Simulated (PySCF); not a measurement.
Constitutional and geometric isomers with formula C2HNO. All species are isolated molecules in the gas phase. Strings in code marks are SMILES.

The dipole moment from two functionals at the same geometries (PBE0-D3(BJ)/def2-TZVP), both in PySCF: PBE-D3(BJ)/def2-TZVP and PBE0-D3(BJ)/def2-TZVP. 

| species | PBE-D3(BJ)/def2-TZVP (D) |
|---|---|
| `O=CC#N` | 2.30 |
| `O=C=C=N` | 1.82 |
| `O=c1cn1` | 3.39 |

Q: What does PBE0-D3(BJ)/def2-TZVP give for each?

A: 
- `O=CC#N`: 2.44
- `O=C=C=N`: 1.91
- `O=c1cn1`: 3.62
Over these rows, drawn at random from the members with no instability flagged (it was tested for open shells, ions and some series alone), PBE minus PBE0-D3(BJ): mean -0.15 D, from -0.23 D to -0.09 D.
